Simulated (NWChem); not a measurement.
trifluoroacetic acid (C2HF3O2); SMILES O=C(O)C(F)(F)F

```xyz
8

O     -1.0822    -1.4804     0.0004
C      0.1269    -0.9367     0.0010
O      1.1653    -1.5253     0.0005
C      0.0174     0.5998     0.0003
F     -0.6564     1.0138     1.0696
F      1.2201     1.1412     0.0170
F     -0.6260     1.0130    -1.0881
H     -0.9697    -2.4443    -0.0007
```
Atoms are numbered in this order, from 1.

Computed with NWChem. The geometry was optimised at PBE0/def2-SVP. Total energies compare along this basis series because the functional is fixed.

```
level             basis functions  energy (Ha)  highest occupied level (eV)  orbital gap (eV)  dipole (D)
----------------  ---------------  -----------  ---------------------------  ----------------  ----------
PBE0/cc-pVDZ                  103    -526.3120                          ___              8.14        2.15
PBE0/aug-cc-pVDZ              170    -526.3571                        -9.23              8.04        2.19
PBE0/cc-pVTZ                  224    -526.4817                        -9.09              8.14        2.17
```

Q: What belongs in the gaps?

A: 
- PBE0/cc-pVDZ, highest occupied level (eV): -8.80
